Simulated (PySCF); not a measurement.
C₃H₃BFNO, SMILES N#C[C@@H]1COB1F.

Geometry: B3LYP-D3(BJ)/def2-SVP. The structure was generated by enumeration; whether it is a known compound was not checked.

The numbers are results of TDA-PBE/def2-SVPD (PySCF 2.14.0), not measurements.

Vertical excitations. Gas-phase values at a fixed geometry.

| state | energy (eV) | λ (nm) | f | main pairs |
|---|---|---|---|---|
| S1 | 6.56 | 189 | 0.010 | HOMO→LUMO 89 % |
| S2 | 6.84 | 181 | 0.018 | HOMO→LUMO+1 83 % |
| S3 | 6.90 | 180 | 0.002 | HOMO−1→LUMO 90 % |
| S4 | 7.28 | 170 | 0.001 | HOMO−3→LUMO 88 % |
| S5 | 7.42 | 167 | 0.007 | HOMO−1→LUMO+1 47 %, HOMO→LUMO+2 32 % |
| S6 | 7.55 | 164 | 0.001 | HOMO→LUMO+2 34 %, HOMO→LUMO+3 29 %, HOMO−2→LUMO+1 24 %, HOMO−2→LUMO 7 % |
| S7 | 7.59 | 163 | 0.004 | HOMO−2→LUMO+1 41 %, HOMO→LUMO+3 21 %, HOMO−1→LUMO+1 15 %, HOMO−2→LUMO 6 % |
| S8 | 7.78 | 159 | 0.019 | HOMO−2→LUMO 22 %, HOMO→LUMO+3 15 %, HOMO→LUMO+4 14 %, HOMO−2→LUMO+1 14 % |
| S9 | 7.87 | 158 | 0.011 | HOMO−3→LUMO+1 71 % |
| S10 | 7.93 | 156 | 0.012 | HOMO−1→LUMO+2 45 %, HOMO→LUMO+4 37 % |
| T1 | 5.92 | 209 | 0 | HOMO→LUMO 78 % |
| T2 | 6.26 | 198 | 0 | HOMO→LUMO+1 34 %, HOMO−1→LUMO+1 31 %, HOMO→LUMO 17 %, HOMO→LUMO+2 6 % |
| T3 | 6.40 | 194 | 0 | HOMO−1→LUMO 35 %, HOMO→LUMO+1 35 %, HOMO−1→LUMO+1 15 %, HOMO−1→LUMO+3 7 % |
| T4 | 6.65 | 186 | 0 | HOMO−2→LUMO 71 %, HOMO−1→LUMO 11 % |
Triplets are in the Tamm–Dancoff approximation.
